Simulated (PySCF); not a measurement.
From one molecule to another.

First species: C₆H₁₄N₂Si₂.
SMILES with atom numbers: `[CH3:1][N:2]([CH3:3])[Si@H:4]1[CH:5]=[CH:6][Si@H:7]([NH2:8])[CH:9]=[CH:10]1` (hydrogens: H11, H12, H13 on C1; H14, H15, H16 on C3; H17 on Si4; H18 on C5; H19 on C6; H20 on Si7; H21, H22 on N8; H23 on C9; H24 on C10)

Second species: C₆H₁₄N₂Si₂.
InChI=1S/C6H14N2Si2/c1-5-6(2)8(9)10-7(3)4/h1H,2,10H2,3-4,9H3

Levels: wB97X-D/def2-SVPD for dipole moment, HOMO energy, LUMO energy, HOMO–LUMO gap, static isotropic polarisability and electronic spatial extent ⟨r²⟩ about the centre of nuclear charge; TDDFT wB97X-D/def2-SVPD for lowest singlet excitation; TDA wB97X-D/def2-SVPD for lowest triplet excitation (Tamm–Dancoff); ΔSCF wB97X-D/def2-SVPD for vertical ionisation energy; PBE0-D3(BJ)/def2-SVP for rotational constant A and rotational constant C. Geometries: PBE0-D3(BJ)/def2-SVP. All species are isolated and taken at one optimised geometry, non-relativistic unless stated. Electronic properties by PySCF.

Dipoles, sizes and rotational constants follow the conformer. The torsions of the flexible species, by atom-mapped SMILES:
- `[CH3:1][N:2]([CH3:3])[Si@H:4]1[CH:5]=[CH:6][Si@H:7]([NH2:8])[CH:9]=[CH:10]1`: C1–N2–Si4–C5 -68°, H–N8–Si7–C6 156°, H–N8–Si7–C6 -62°
- `[CH:1]#[C:2][C:3](=[CH2:4])[N:5]([SiH3:6])[SiH2:7][N:8]([CH3:9])[CH3:10]`: C2–C3–N5–Si6 -21°, C3–N5–Si7–N8 -50°, N5–Si7–N8–C9 113°

Values for the first species:

| Item | Value |
| --- | --- |
| Dipole moment | 0.56 D |
| HOMO energy | -7.97 eV |
| LUMO energy | 0.68 eV |
| HOMO–LUMO gap | 8.65 eV |
| Lowest singlet excitation | 4.60 eV |
| Lowest triplet excitation (Tamm–Dancoff) | 4.01 eV |
| Static isotropic polarisability | 136.9 au |
| Vertical ionisation energy | 7.91 eV |
| Electronic spatial extent ⟨r²⟩ about the centre of nuclear charge | 2425 bohr² |
| Rotational constant A | 2.184 GHz |
| Rotational constant C | 0.502 GHz |

Estimate the same properties for the second species, and the change in each.

| property | first | second | second less first |
| --- | --- | --- | --- |
| dipole moment | 0.56 D | 1.04 D | +0.48 D |
| HOMO energy | -7.97 eV | -8.16 eV | -0.19 eV |
| LUMO energy | 0.68 eV | 0.89 eV | +0.21 eV |
| HOMO–LUMO gap | 8.65 eV | 9.05 eV | +0.40 eV |
| lowest singlet excitation | 4.60 eV | 5.16 eV | +0.56 eV |
| lowest triplet excitation (Tamm–Dancoff) | 4.01 eV | 3.28 eV | -0.73 eV |
| static isotropic polarisability | 136.9 au | 139.8 au | +2.9 au |
| vertical ionisation energy | 7.91 eV | 8.05 eV | +0.14 eV |
| electronic spatial extent ⟨r²⟩ about the centre of nuclear charge | 2425 bohr² | 2218 bohr² | -207 bohr² |
| rotational constant A | 2.184 GHz | 1.386 GHz | -0.798 GHz |
| rotational constant C | 0.502 GHz | 0.571 GHz | +0.069 GHz |

On the first: The principal polarisabilities are 112.7, 121.2 and 176.8 au; their mean is the isotropic value. A dipole of 0.56 D is allowed in C1, and pure rotational transitions are dipole-allowed.

On the second: No computed singlet falls in the visible range (750 to 380 nm, 1.65 to 3.26 eV); S1 lies 1.90 eV above its blue end. The principal polarisabilities are 116.4, 138.1 and 164.7 au; their mean is the isotropic value.
